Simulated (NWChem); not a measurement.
System: BClF2; SMILES B(Cl)(F)F

Computed with NWChem. Pople sets run with spherical d functions. STO-3G and 3-21G are far too small for this property and stand as cheap habits. All runs use the structure optimised with B3LYP/6-31G* (spherical d). Field at 589 nm.

| level | isotropic polarisability (bohr³) | anisotropy (bohr³) |
|---|---|---|
| B3LYP/STO-3G | 9.4 | 11.3 |
| B3LYP/6-31G* | 19.8 | 13.6 |
| B3LYP/def2-SVP | 19.3 | 11.2 |
| B3LYP/def2-SVPD | 29.3 | 9.7 |
| B3LYP/aug-cc-pVDZ | [?] | [?] |

**Question.** Some entries are withheld; supply them.

**Answer.** 
- B3LYP/aug-cc-pVDZ, isotropic polarisability (bohr³): 28.8
- B3LYP/aug-cc-pVDZ, anisotropy (bohr³): 10.6
